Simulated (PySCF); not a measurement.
# `C=CO/C=C\C(=C)[Si@H](C)P`: 4 charge schemes on one density

Species: C7H13OPSi.
Structure used (GFN2-xTB), in Å, numbered top down from 1:
```
atom  x, y, z in Å
C1     3.2880    0.8130    1.1872
C2     2.8717   -0.2616    0.5361
O3     1.5666   -0.4512    0.2276
C4     1.1905   -1.6055   -0.3734
C5    -0.0861   -1.8906   -0.6407
C6    -1.2307   -1.0549   -0.3402
C7    -2.4538   -1.5090   -0.6318
Si8   -0.9883    0.6850    0.3897
C9    -2.6842    1.4839    0.7314
P10   -0.0376    2.0098   -1.1765
H11    2.5977    1.5745    1.5020
H12    4.3270    0.9481    1.4167
H13    3.5519   -1.0461    0.2151
H14    1.9921   -2.2941   -0.6249
H15   -0.2870   -2.8385   -1.1210
H16   -2.6105   -2.4791   -1.0803
H17   -3.3382   -0.9324   -0.4296
H18   -0.2774    0.6220    1.6771
H19   -3.2792    0.8879    1.4153
H20   -2.5506    2.4634    1.1803
H21   -3.2544    1.6234   -0.1822
H22    0.5834    0.9857   -1.8685
H23    1.1044    2.2929   -0.4537
```

Density: PBE0/pcSseg-1 (PySCF); schemes: Mulliken, IAO, Hirshfeld and ESP-fitted. Geometry: GFN2-xTB, one conformer, isolated molecule.

What partial charge does each atom carry?

In e:

```csv
atom,environment,Mulliken,IAO,Hirshfeld,ESP-fitted
C1,terminal =CH2 carbon,-0.196,-0.373,-0.130,-0.592
C2,vinylic carbon bearing oxygen,+0.059,+0.057,+0.034,-0.035
O3,ether oxygen,-0.444,-0.269,-0.039,+0.104
C4,vinylic carbon bearing oxygen,+0.146,+0.036,+0.029,-0.265
C5,alkene CH carbon,-0.115,-0.195,-0.081,-0.245
C6,fully substituted alkene carbon,-0.486,-0.249,-0.092,-0.104
C7,terminal =CH2 carbon,-0.099,-0.299,-0.093,-0.416
Si8,SiH silicon,+0.694,+0.736,+0.300,+0.943
C9,Si-methyl carbon,-0.631,-0.717,-0.221,-0.968
P10,three-coordinate phosphorus,-0.216,-0.120,-0.046,-0.501
H11,vinylic hydrogen,+0.143,+0.162,+0.048,+0.216
H12,vinylic hydrogen,+0.128,+0.167,+0.054,+0.236
H13,vinylic hydrogen,+0.106,+0.139,+0.055,+0.165
H14,vinylic hydrogen,+0.111,+0.142,+0.053,+0.187
H15,vinylic hydrogen,+0.102,+0.155,+0.050,+0.191
H16,vinylic hydrogen,+0.106,+0.142,+0.044,+0.178
H17,vinylic hydrogen,+0.115,+0.148,+0.044,+0.177
H18,Si–H hydrogen,-0.048,-0.119,-0.087,-0.211
H19,methyl hydrogen,+0.135,+0.151,+0.038,+0.206
H20,methyl hydrogen,+0.145,+0.157,+0.040,+0.238
H21,methyl hydrogen,+0.143,+0.153,+0.036,+0.227
H22,P–H hydrogen,+0.058,-0.001,-0.020,+0.140
H23,P–H hydrogen,+0.044,-0.004,-0.018,+0.127
```

Mean size of the charges over all atoms: ESP-fitted 0.290 e, IAO 0.204 e, Mulliken 0.194 e, Hirshfeld 0.072 e. Each set sums to the total charge, 0, to within 0.001 e. The ESP scheme is a least-squares fit of atom-centred charges to the potential on four shells outside the van der Waals surface, with the total charge fixed. The IAO scheme counts the electrons in orthogonalised intrinsic atomic orbitals, a minimal basis polarised so that it spans the occupied orbitals exactly.

Lowest charge. All schemes agree: Mulliken C9 (-0.631); IAO C9 (-0.717); Hirshfeld C9 (-0.221); ESP-fitted C9 (-0.968).

Highest charge. All schemes agree: Mulliken Si8 (+0.694); IAO Si8 (+0.736); Hirshfeld Si8 (+0.300); ESP-fitted Si8 (+0.943).

How many electrons does the ESP-fitted scheme count on C7?

Z − q = 6 − (-0.416) = 6.416.

How closely do the schemes follow one another over all atoms?

Correlation coefficient and root-mean-square difference: IAO with Hirshfeld 0.98, 0.180 e; Mulliken with IAO 0.94, 0.097 e; IAO with ESP-fitted 0.91, 0.168 e; Hirshfeld with ESP-fitted 0.91, 0.291 e; Mulliken with Hirshfeld 0.90, 0.183 e; Mulliken with ESP-fitted 0.79, 0.234 e.

Sum the charges by element, for elements with more than one atom.

| element | atoms | Mulliken | IAO | Hirshfeld | ESP-fitted |
| --- | --- | --- | --- | --- | --- |
| C | 7 | -1.322 | -1.740 | -0.554 | -2.625 |
| H | 13 | +1.288 | +1.392 | +0.338 | +2.079 |
